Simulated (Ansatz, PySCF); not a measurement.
This singlet lies 0.69 eV below the relaxed triplet at the level frozen-core CCSD(T)/cc-pVDZ // PBE0-D3(BJ)/def2-TZVP (Ansatz, a program for electronic structure).

Cartesian coordinates (Å):
SMILES: O=[CH][Ge][SiH3]
```xyz
8

O      1.9336     1.1179    -0.0795
C      1.7950    -0.0962    -0.0436
Ge     0.5495    -0.0969    -1.5710
Si    -1.3346    -0.0496     0.0157
H      2.3492    -0.7108     0.6904
H     -1.7850    -1.4666     0.1712
H     -2.4890     0.7267    -0.5152
H     -0.9895     0.4811     1.3635
```
Charge 0, spin multiplicity 1.

**Question.** What is the computed HOMO–LUMO gap, HOMO, LUMO, total energy and dipole moment (PySCF 2.14.0 with PBE0-D3(BJ)/def2-TZVP)?

**Answer.** 
- HOMO–LUMO gap = 4.17 eV
- HOMO = -6.64 eV
- LUMO = -2.47 eV
- total energy = -67530.91 eV
- dipole moment = 0.379 e·Å
